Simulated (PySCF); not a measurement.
Compound: C5H9F3Si2.
Cartesian coordinates in Å at the PBE0-D3(BJ)/def2-SVP level; atoms count from 1:
```
atom  x, y, z in Å
F1     4.5374    0.7536   -0.1464
C2     3.2713    1.1424   -0.3330
F3     3.1132    1.3987   -1.6315
F4     3.1112    2.2926    0.3312
C5     2.3149    0.1053    0.1710
C6     1.4028   -0.4974   -0.5959
Si7    0.1994   -1.7836    0.0426
C8    -1.5495   -1.1139   -0.0439
C9    -1.8490    0.1780   -0.2701
Si10  -3.5988    0.8480   -0.3429
H11    2.4328   -0.1166    1.2375
H12    1.3625   -0.2038   -1.6528
H13    0.3031   -3.0241   -0.7862
H14    0.5741   -2.1227    1.4508
H15   -2.3755   -1.8256    0.1039
H16   -1.0217    0.8894   -0.4148
H17   -3.8531    1.5136   -1.6579
H18   -4.5578   -0.2834   -0.1618
H19   -3.8180    1.8645    0.7323
```

Computed, not measured: PBE0-D3(BJ)/def2-SVP geometry optimisation, gas phase in PySCF.

Masses are those of the commonest isotopes; rigid-rotor values at the optimised geometry. The values belong to one conformer with, in the numbering `[F:1][C:2]([F:3])([F:4])/[CH:5]=[CH:6]/[SiH2:7]/[CH:8]=[CH:9]/[SiH3:10]`, C5–C6–Si7–C8 114°, C6–Si7–C8–C9 -12°.

Question: What are A, B and C (MHz)?

Answer: Ia = 325.57, Ib = 1455.13, Ic = 1667.77 u·Å²; 505379 MHz·u·Å²/I gives A = 1552, B = 347.3, C = 303.0 MHz.

Question: Classify the top.

Answer: A near-prolate asymmetric top. Ray's parameter κ = (2B − A − C)/(A − C) = -0.929; −1 is the prolate and +1 the oblate limit.

Question: Is it planar, by Δ = Ic − Ia − Ib?

Answer: Not planar: Δ = Ic − Ia − Ib = -112.93 u·Å². For a rigid frame Δ = −2 Σ m c², so Σ m c² = 56.47 u·Å² lies off the ab plane: 10.00 from hydrogen and 46.47 from heavier atoms. The atom farthest from that plane is 1.45 Å away.

Question: Give the other two planar moments, Paa and Pbb, and the rms extents of the mass along the axes.

Answer: Paa = Σ m a² = (Ib + Ic − Ia)/2 = 1398.66 and Pbb = Σ m b² = (Ia + Ic − Ib)/2 = 269.11 u·Å². With the mass M = 182.02 u, the rms extents √(P/M) along a, b and c are 2.77, 1.22, 0.56 Å.

Question: List the rotational levels J(Ka,Kc) to J = 4 (MHz).

Answer: Above 0(0,0):
J = 1: 1(0,1) 650, 1(1,1) 1855, 1(1,0) 1900
J = 2: 2(0,2) 1950, 2(1,2) 3112, 2(1,1) 3245, 2(2,1) 6859, 2(2,0) 6861
J = 3: 3(0,3) 3896, 3(1,3) 4996, 3(1,2) 5261, 3(2,2) 8810, 3(2,1) 8816, 3(3,1) 14947, 3(3,0) 14947
J = 4: 4(0,4) 6485, 4(1,4) 7506, 4(1,3) 7949, 4(2,3) 11411, 4(2,2) 11429, 4(3,2) 17550, 4(3,1) 17551, 4(4,1) 26138, 4(4,0) 26138
The levels of one J sum to (2J + 1)J(J + 1)(A + B + C)/3.

Question: Which types of transition are allowed, and where do some lines up to J = 3 fall?

Answer: The dipole components are |μa| = 1.52 D, |μb| = 0.95 D, |μc| = 0.18 D. The squared components, which scale the intensities, stand as 1.00 : 0.39 : 0.01 (a : b : c). Some lines, for components of 0.1 D or more:

```json
{"type": "b", "branch": "R", "J(Ka,Kc)": "3(0,3) ← 2(1,2)", "MHz": "784", "lower level (cm⁻¹)": "0.104"}
{"type": "c", "branch": "Q", "J(Ka,Kc)": "3(1,3) ← 3(0,3)", "MHz": "1100", "lower level (cm⁻¹)": "0.130"}
{"type": "c", "branch": "Q", "J(Ka,Kc)": "2(1,2) ← 2(0,2)", "MHz": "1162", "lower level (cm⁻¹)": "0.065"}
{"type": "b", "branch": "Q", "J(Ka,Kc)": "1(1,0) ← 1(0,1)", "MHz": "1249", "lower level (cm⁻¹)": "0.022"}
{"type": "a", "branch": "R", "J(Ka,Kc)": "2(1,2) ← 1(1,1)", "MHz": "1256", "lower level (cm⁻¹)": "0.062"}
{"type": "a", "branch": "R", "J(Ka,Kc)": "2(1,1) ← 1(1,0)", "MHz": "1345", "lower level (cm⁻¹)": "0.063"}
{"type": "b", "branch": "Q", "J(Ka,Kc)": "3(1,2) ← 3(0,3)", "MHz": "1365", "lower level (cm⁻¹)": "0.130"}
{"type": "b", "branch": "R", "J(Ka,Kc)": "1(1,1) ← 0(0,0)", "MHz": "1855", "lower level (cm⁻¹)": "0.000"}
{"type": "a", "branch": "R", "J(Ka,Kc)": "3(1,3) ← 2(1,2)", "MHz": "1884", "lower level (cm⁻¹)": "0.104"}
{"type": "c", "branch": "R", "J(Ka,Kc)": "1(1,0) ← 0(0,0)", "MHz": "1900", "lower level (cm⁻¹)": "0.000"}
{"type": "a", "branch": "R", "J(Ka,Kc)": "3(2,1) ← 2(2,0)", "MHz": "1956", "lower level (cm⁻¹)": "0.229"}
{"type": "a", "branch": "R", "J(Ka,Kc)": "3(1,2) ← 2(1,1)", "MHz": "2017", "lower level (cm⁻¹)": "0.108"}
{"type": "b", "branch": "R", "J(Ka,Kc)": "2(1,2) ← 1(0,1)", "MHz": "2461", "lower level (cm⁻¹)": "0.022"}
{"type": "b", "branch": "R", "J(Ka,Kc)": "3(1,3) ← 2(0,2)", "MHz": "3046", "lower level (cm⁻¹)": "0.065"}
{"type": "c", "branch": "R", "J(Ka,Kc)": "3(1,2) ← 2(0,2)", "MHz": "3311", "lower level (cm⁻¹)": "0.065"}
{"type": "b", "branch": "Q", "J(Ka,Kc)": "2(2,0) ← 2(1,1)", "MHz": "3616", "lower level (cm⁻¹)": "0.108"}
{"type": "b", "branch": "Q", "J(Ka,Kc)": "2(2,1) ← 2(1,2)", "MHz": "3748", "lower level (cm⁻¹)": "0.104"}
{"type": "c", "branch": "R", "J(Ka,Kc)": "2(2,1) ← 1(1,1)", "MHz": "5004", "lower level (cm⁻¹)": "0.062"}
{"type": "c", "branch": "R", "J(Ka,Kc)": "3(2,1) ← 2(1,1)", "MHz": "5572", "lower level (cm⁻¹)": "0.108"}
{"type": "c", "branch": "R", "J(Ka,Kc)": "3(2,2) ← 2(1,2)", "MHz": "5699", "lower level (cm⁻¹)": "0.104"}
{"type": "b", "branch": "R", "J(Ka,Kc)": "3(2,1) ← 2(1,2)", "MHz": "5705", "lower level (cm⁻¹)": "0.104"}
{"type": "c", "branch": "Q", "J(Ka,Kc)": "3(3,1) ← 3(2,1)", "MHz": "6130", "lower level (cm⁻¹)": "0.294"}
{"type": "b", "branch": "Q", "J(Ka,Kc)": "3(3,0) ← 3(2,1)", "MHz": "6130", "lower level (cm⁻¹)": "0.294"}
{"type": "b", "branch": "Q", "J(Ka,Kc)": "3(3,1) ← 3(2,2)", "MHz": "6136", "lower level (cm⁻¹)": "0.294"}
{"type": "c", "branch": "R", "J(Ka,Kc)": "3(3,1) ← 2(2,1)", "MHz": "8087", "lower level (cm⁻¹)": "0.229"}
```

Question: Estimate the classical rotational partition function at 10 K, 25 K and 100 K.

Answer: Point group C1, symmetry number σ = 1; q = (√π/σ)·√((kT/h)³/(ABC)), k/h = 20836.6 MHz/K: 13200 at 10 K, 52100 at 25 K, 417000 at 100 K.

Whether it is a minimum is left open (no frequencies). Constants of a rigid frame at the computed geometry: no zero-point averaging, no centrifugal distortion. A rigid rotor knows nothing of internal rotation, which can split or shift real lines.

Rough CPU time on one thread of a shared machine: about 9 min. That covers the optimisation of the geometry.
